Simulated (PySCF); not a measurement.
C3H12BPSi.
SMILES: `CC[C@H]([SiH3])BP`

Computed with PySCF at CAM-B3LYP/def2-SVPD, non-relativistic, on one gas-phase PBE0-D3(BJ)/def2-SVP geometry that isn't relaxed in the solvent. The solvent is an IEF-PCM continuum (van der Waals radii × 1.2), and excitations are vertical TDDFT with non-equilibrium linear response and a frozen core. The model holds no explicit solvent molecules, cavitation or dispersion.

Gas-phase singlets (H = HOMO, L = LUMO):

```json
{"state": "S1", "E (eV)": "5.030", "λ (nm)": "246", "f": "0.109", "leading configuration": "H→L 87%"}
{"state": "S2", "E (eV)": "5.880", "λ (nm)": "211", "f": "0.093", "leading configuration": "H-1→L 84%"}
{"state": "S3", "E (eV)": "6.215", "λ (nm)": "199", "f": "0.044", "leading configuration": "H-2→L 80%"}
{"state": "S4", "E (eV)": "6.591", "λ (nm)": "188", "f": "0.047", "leading configuration": "H→L+1 64%"}
{"state": "S5", "E (eV)": "6.827", "λ (nm)": "182", "f": "0.058", "leading configuration": "H→L+6 38%"}
```

What are the lowest 5 singlets in tetrahydrofuran (ε = 7.426)?

| state | E (eV) | λ (nm) | f | leading configuration | change by rank (eV) |
| --- | --- | --- | --- | --- | --- |
| S1 | 5.018 | 247 | 0.148 | H→L 89% | -0.012 |
| S2 | 5.798 | 214 | 0.126 | H-1→L 86% | -0.082 |
| S3 | 6.172 | 201 | 0.057 | H-2→L 80% | -0.043 |
| S4 | 6.650 | 186 | 0.068 | H→L+1 63% | +0.059 |
| S5 | 6.849 | 181 | 0.086 | H→L+5 49% | +0.022 |

How do the frontier levels move from gas to tetrahydrofuran?

| orbital | gas (eV) | solvent (eV) | change (eV) |
| --- | --- | --- | --- |
| LUMO+2 | 1.49 | 1.61 | +0.12 |
| LUMO+1 | 1.07 | 1.22 | +0.15 |
| LUMO | -0.32 | -0.21 | +0.11 |
| HOMO | -8.52 | -8.48 | +0.04 |
| HOMO-1 | -9.71 | -9.53 | +0.18 |
| HOMO-2 | -10.40 | -10.25 | +0.15 |
| HOMO-3 | -10.62 | -10.45 | +0.17 |

The HOMO–LUMO gap goes from 8.20 to 8.27 eV.

The values belong to the conformer `[CH3:1][CH2:2][C@H:3]([SiH3:4])[BH:5][PH2:6]`: C1–C2–C3–Si4 -176°, C2–C3–B5–P6 -146°, H–P6–B5–C3 -137°, H–P6–B5–C3 -35°.
